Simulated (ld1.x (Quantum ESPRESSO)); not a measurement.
thulium: RRKJ pseudisation with LDA (PZ), scalar-relativistic reference atom.

```json
{
  "Element": "Tm (Z = 69)",
  "Generator": "ld1.x (Quantum ESPRESSO) 7.5",
  "Type": "norm-conserving RRKJ (Kleinman–Bylander form)",
  "Functional": "LDA (PZ)",
  "Relativity": "scalar-relativistic",
  "Frozen core": "[Kr] 4d10",
  "Valence charge": "23",
  "Reference configuration": "4f13 5s2 5p6 5d0 6s0 6p0 (charge +2)",
  "Partial waves": "5p (bound): rc 1.60 bohr; 5d (bound, empty): rc 1.90 bohr; 4f (bound): rc 1.30 bohr; 5s (bound): rc 1.40 bohr",
  "Local potential": "the s channel",
  "Core correction": "Bessel-smoothed model core, default radius (core density twice the valence density)"
}
```

All-electron outer shells of the reference configuration (LDA (PZ), scalar-relativistic, ld1.x):

```json
{"shell": "4p", "level (eV)": "-340.18", "outermost node (bohr)": "0.26", "outermost maximum (bohr)": "0.49"}
{"shell": "4d", "level (eV)": "-185.99", "outermost node (bohr)": "0.24", "outermost maximum (bohr)": "0.50"}
{"shell": "5s", "level (eV)": "-68.28", "outermost node (bohr)": "0.59", "outermost maximum (bohr)": "1.10"}
{"shell": "5p", "level (eV)": "-41.72", "outermost node (bohr)": "0.64", "outermost maximum (bohr)": "1.26"}
{"shell": "4f", "level (eV)": "-17.87", "outermost node (bohr)": "–", "outermost maximum (bohr)": "0.50"}
{"shell": "6s", "level (eV)": "-15.08", "outermost node (bohr)": "1.47", "outermost maximum (bohr)": "2.87"}
{"shell": "5d", "level (eV)": "-13.62", "outermost node (bohr)": "0.72", "outermost maximum (bohr)": "1.87"}
{"shell": "6p", "level (eV)": "-10.22", "outermost node (bohr)": "1.77", "outermost maximum (bohr)": "3.59"}
```

**Question.** Estimate the cutoffs (Ry, on a coarse ladder) from which the occupation-weighted sum of valence levels, in a spherical-Bessel basis at the reference potential, stays within 10 and 1 mRy of its value at 400 Ry.

**Answer.** 180 Ry and 260 Ry.

**Question.** What does a ghost test show?

**Answer.** No extra level below or beside the all-electron valence levels (p, d, f, s tested).

**Question.** Which valence shell sets the plane-wave cutoff?

**Answer.** 4f: its level needs 180 Ry to come within 1 mRy, against 110 Ry for 5s.

No test is counted, since the test run did not reproduce the reference configuration.
